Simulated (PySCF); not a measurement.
# Reading the logs of faulty runs: FH2OSi2 anion

These are calculations, not measurements. The program is PySCF 2.14.0, an open-source quantum chemistry code, run on an isolated molecule that a program drew, which may never have been made. The molecule is FH2OSi2 anion (charge -1, singlet), drawn as the SMILES string `O=[SiH][SiH-]F`.

Each row is a Hartree-Fock (HF) and frozen-core CCSD(T) single point in the aug-cc-pV(D+d)Z basis, meant for a local HF minimum. Run 1 is clean. Each other run has one planted mistake out of seven kinds, and not every kind appears here: one electron removed, one electron added, multiplicity raised by two, geometry at a saddle point, minimal basis STO-3G, one bond length entered in bohr, all coordinates scaled. The reference is restricted for singlets and unrestricted otherwise, and also for a bond in bohr. Adding or removing an electron swaps singlet and doublet. Electrons count all cores. HOMO and LUMO are orbital energies over both spins, the gradient is its largest component, and the lowest frequency (negative if imaginary) is given only where the gradient is small. Bond lengths are over the 5 bonds as drawn. T1 is the CCSD diagnostic: over 0.02 (restricted) or 0.045 (unrestricted) a single reference is doubtful.

Geometry of the clean run:
```xyz
6
FH2OSi2 anion, angstrom
O    -1.7876    2.3075    0.9057
Si   -0.3651    1.8510    1.2327
Si    1.0208   -0.0464    0.9476
F     0.4859   -0.8414   -0.4257
H     0.3672    2.7250    2.2406
H     2.1194    0.8352    0.3508
```

| run | electrons | basis functions | <S^2> | HOMO (eV) | LUMO (eV) | gradient (hartree/bohr) | lowest frequency (cm^-1) | mean bond (Å) | longest bond (Å) | T1 | HF (hartree) | CCSD(T) (hartree) | mistake |
|---|---|---|---|---|---|---|---|---|---|---|---|---|---|
| 1 | 48 | 128 | 0.000 | -3.19 | 4.01 | 2.2e-05 | 114 | 1.7245 | 2.367 | 0.0216 | -753.42871 | -754.09484 | no fault |
| 2 | 48 | 128 | 2.019 | -1.13 | 3.49 | 2.9e-02 | - | 1.7245 | 2.367 | 0.0336 | -753.36514 | -754.01255 | multiplicity raised by two |
| 3 | 47 | 128 | 0.778 | -10.84 | -1.33 | 6.1e-02 | - | 1.7245 | 2.367 | 0.0267 | -753.35099 | -753.98704 | one electron removed |
| 4 | 48 | 30 | 0.000 | 2.15 | 13.66 | 3.9e-02 | - | 1.7245 | 2.367 | 0.0208 | -744.01783 | -744.20600 | ? |

**Which mistake was planted in run 4, and what did it cost?**

It has 30 basis functions where the clean run has 128, with the same electrons and geometry. So the mistake is: minimal basis STO-3G. Subtracting run 1 and multiplying by 627.51 kcal/mol a hartree, the energy moved by 5905.4 kcal/mol in HF and 6205.3 kcal/mol in CCSD(T).

Cautions from the logs. Run 1: T1 is over the limit, so its CCSD(T) energy is less reliable; run 4: T1 is over the limit, so its CCSD(T) energy is less reliable and the HOMO is above zero, so the electron isn't bound and the energy depends on the basis.
